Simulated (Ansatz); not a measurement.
Born–Oppenheimer molecular dynamics of F2GeH3 (6 atoms, charge 0, multiplicity 2). It starts at the highest image of a converged band, a first-order saddle point between two minima.

Level of theory: UHF/def2-SVP in Ansatz 0.2.0.

```yaml
ensemble: NVE (velocity Verlet)
time_step: 0.5 fs
steps_asked: 200
starting_velocities_drawn_for: 300 K
seed: 7125
```

Frames 1 fs apart, positions in Å, forces in eV/Å.

Velocities at 35.0 fs (Å/ps):

```
Ge -0.80 1.18 -3.06
H 12.23 -29.84 127.50
F 0.60 -1.16 1.82
H -0.67 2.30 -4.28
F 0.70 -1.13 1.45
H 21.34 -14.63 35.49
```

```xyz
6
Properties=species:S:1:pos:R:3:forces:R:3 time_fs=35.0 energy_less_start_eV=-0.907 T=2044
Ge -0.067 0.113 -0.038 -0.79 1.13 0.99
H 0.600 -0.635 4.094 -0.20 -0.36 1.59
F 1.556 -0.048 -0.447 1.18 -0.05 -0.44
H -0.733 1.243 -0.846 0.10 -0.11 -0.14
F -0.738 -1.373 -0.463 -0.49 -0.97 -0.41
H 0.501 -0.809 4.864 0.20 0.36 -1.59
6
Properties=species:S:1:pos:R:3:forces:R:3 time_fs=36.0 energy_less_start_eV=-0.890 T=2005
Ge -0.068 0.114 -0.041 -0.77 1.12 0.99
H 0.612 -0.666 4.225 0.31 0.54 -2.33
F 1.557 -0.049 -0.446 1.15 -0.04 -0.44
H -0.734 1.245 -0.851 0.11 -0.13 -0.14
F -0.738 -1.375 -0.461 -0.48 -0.95 -0.41
H 0.522 -0.822 4.896 -0.31 -0.54 2.33
6
Properties=species:S:1:pos:R:3:forces:R:3 time_fs=37.0 energy_less_start_eV=-0.670 T=1610
Ge -0.069 0.115 -0.044 -0.74 1.07 0.96
H 0.627 -0.691 4.334 0.80 1.39 -5.71
F 1.559 -0.050 -0.444 1.09 -0.04 -0.43
H -0.733 1.245 -0.857 0.11 -0.14 -0.14
F -0.737 -1.377 -0.460 -0.46 -0.90 -0.40
H 0.541 -0.842 4.950 -0.80 -1.39 5.71
6
Properties=species:S:1:pos:R:3:forces:R:3 time_fs=38.0 energy_less_start_eV=-0.883 T=1994
Ge -0.070 0.117 -0.047 -0.68 0.99 0.92
H 0.648 -0.704 4.392 0.38 0.66 -2.59
F 1.561 -0.051 -0.443 1.00 -0.03 -0.40
H -0.731 1.245 -0.865 0.11 -0.14 -0.15
F -0.737 -1.379 -0.459 -0.43 -0.82 -0.38
H 0.553 -0.873 5.054 -0.38 -0.66 2.59
6
Properties=species:S:1:pos:R:3:forces:R:3 time_fs=39.0 energy_less_start_eV=-0.929 T=2087
Ge -0.071 0.119 -0.049 -0.60 0.88 0.87
H 0.674 -0.711 4.427 -0.21 -0.37 1.42
F 1.563 -0.053 -0.442 0.89 -0.02 -0.37
H -0.728 1.243 -0.874 0.10 -0.13 -0.15
F -0.737 -1.382 -0.458 -0.39 -0.73 -0.35
H 0.561 -0.910 5.183 0.21 0.37 -1.42
6
Properties=species:S:1:pos:R:3:forces:R:3 time_fs=40.0 energy_less_start_eV=-0.751 T=1755
Ge -0.073 0.120 -0.052 -0.51 0.74 0.80
H 0.697 -0.722 4.473 -0.47 -0.85 3.13
F 1.566 -0.054 -0.441 0.76 0.00 -0.33
H -0.724 1.239 -0.885 0.09 -0.11 -0.16
F -0.738 -1.385 -0.458 -0.34 -0.62 -0.31
H 0.571 -0.945 5.300 0.47 0.85 -3.13
6
Properties=species:S:1:pos:R:3:forces:R:3 time_fs=41.0 energy_less_start_eV=-0.708 T=1674
Ge -0.074 0.122 -0.054 -0.40 0.58 0.73
H 0.717 -0.740 4.548 -0.52 -0.93 3.37
F 1.570 -0.055 -0.440 0.62 0.01 -0.29
H -0.720 1.235 -0.897 0.07 -0.09 -0.17
F -0.738 -1.388 -0.458 -0.29 -0.50 -0.27
H 0.586 -0.971 5.387 0.52 0.93 -3.37
6
Properties=species:S:1:pos:R:3:forces:R:3 time_fs=42.0 energy_less_start_eV=-0.872 T=1982
Ge -0.075 0.124 -0.057 -0.28 0.41 0.64
H 0.731 -0.766 4.655 -0.38 -0.67 2.38
F 1.573 -0.056 -0.440 0.46 0.03 -0.24
H -0.714 1.230 -0.910 0.05 -0.07 -0.17
F -0.739 -1.392 -0.457 -0.24 -0.37 -0.23
H 0.605 -0.989 5.443 0.38 0.67 -2.38
6
Properties=species:S:1:pos:R:3:forces:R:3 time_fs=43.0 energy_less_start_eV=-0.984 T=2184
Ge -0.077 0.126 -0.059 -0.16 0.24 0.54
H 0.742 -0.799 4.784 0.10 0.17 -0.59
F 1.577 -0.058 -0.439 0.30 0.04 -0.18
H -0.708 1.224 -0.926 0.04 -0.05 -0.17
F -0.740 -1.396 -0.457 -0.18 -0.23 -0.18
H 0.628 -1.000 5.478 -0.10 -0.17 0.59
6
Properties=species:S:1:pos:R:3:forces:R:3 time_fs=44.0 energy_less_start_eV=-0.763 T=1780
Ge -0.078 0.128 -0.061 -0.05 0.07 0.42
H 0.754 -0.830 4.905 0.85 1.48 -4.96
F 1.581 -0.059 -0.439 0.14 0.06 -0.13
H -0.702 1.218 -0.943 0.03 -0.04 -0.16
F -0.741 -1.400 -0.457 -0.12 -0.09 -0.13
H 0.649 -1.014 5.519 -0.85 -1.48 4.96
6
Properties=species:S:1:pos:R:3:forces:R:3 time_fs=45.0 energy_less_start_eV=-0.818 T=1879
Ge -0.079 0.130 -0.063 0.06 -0.09 0.29
H 0.773 -0.848 4.983 0.75 1.31 -4.24
F 1.585 -0.060 -0.439 -0.03 0.08 -0.07
H -0.696 1.211 -0.961 0.02 -0.03 -0.14
F -0.741 -1.404 -0.457 -0.06 0.05 -0.08
H 0.663 -1.041 5.605 -0.75 -1.31 4.24
6
Properties=species:S:1:pos:R:3:forces:R:3 time_fs=46.0 energy_less_start_eV=-0.996 T=2210
Ge -0.081 0.133 -0.065 0.17 -0.24 0.15
H 0.800 -0.854 5.022 -0.03 -0.06 0.19
F 1.590 -0.061 -0.438 -0.18 0.09 -0.02
H -0.689 1.204 -0.981 0.02 -0.04 -0.11
F -0.742 -1.408 -0.457 0.00 0.18 -0.03
H 0.671 -1.079 5.728 0.03 0.06 -0.19
```

Of the whole run (100 fs, mean temperature of the second half 1904 K): The conserved energy stayed within 1.7 meV per atom of its start (net change 0.39 meV per atom), so the integration is sound. The kinetic energy rose, since the run started high on the potential surface and went downhill. It ends in pieces (F2GeH + H2), so much of that is their flight and rotation, not heat. A run of 0.1 ps of so small a system gives no equilibrium averages.

Time of the run: 2 min on 2 threads of Arm Neoverse V2 (shared host), peak memory 0.19 GiB.
